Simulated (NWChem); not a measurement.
# SiHCl, singlet; SMILES [SiH]Cl

```xyz
3

Si    -0.1084    -1.1138     0.0000
H      1.4108    -1.3140     0.0000
Cl    -0.0105     0.9944     0.0000
```
Atoms are numbered in this order, from 1.

Level: B3LYP/6-31G* (spherical d) (NWChem), optimised geometry, unscaled harmonic frequencies. Low-valent species are run as closed-shell singlets; no triplet was tried in these runs. B3LYP is NWChem's, with the RPA form of VWN correlation.

```csv
frequency (cm⁻¹),IR intensity (km/mol)
503,105.3
819,58.0
2033,354.2
```

```
Item                                                                                Value
-----------------------------------------------------------------------  ----------------
zero-point energy                                                            4.8 kcal/mol
thermal correction to the enthalpy at 298.15 K (with zero-point energy)      7.3 kcal/mol
heat capacity Cv                                                          7.8 cal/(mol K)
entropy at 298.15 K and 1 atm (symmetry number 1)                        60.1 cal/(mol K)
dipole moment                                                                      1.45 D
```

Rigid rotor and harmonic oscillator.
